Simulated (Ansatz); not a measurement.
Program: Ansatz 0.2.0.

A structure relaxed at PBE0-D4/def2-TZVP, charge 0, multiplicity 1:

Cartesian coordinates in Å:
```
C 1.010 -0.800 0.849
C -0.140 -0.531 -0.091
N -1.209 0.203 0.614
Ga 0.053 0.839 -1.499
H 1.784 -1.387 0.350
H 0.675 -1.347 1.737
H 1.477 0.131 1.187
H -0.573 -1.469 -0.440
H -2.083 0.288 0.114
H -0.924 1.093 1.006
H -0.961 0.861 -2.703
H 0.892 2.119 -1.124
```

Problem. Give its formula and SMILES.

Solution. C2H8GaN, `C[CH](N)[GaH2]`.

Problem. Summarise the bond lengths by kind.

Solution. 1 × C–C 1.509 Å; 4 × C–H 1.091 to 1.096 Å; 1 × C–N 1.477 Å; 1 × C–Ga 1.975 Å; 2 × H–N 1.011 to 1.013 Å; 2 × Ga–H 1.574 to 1.576 Å.
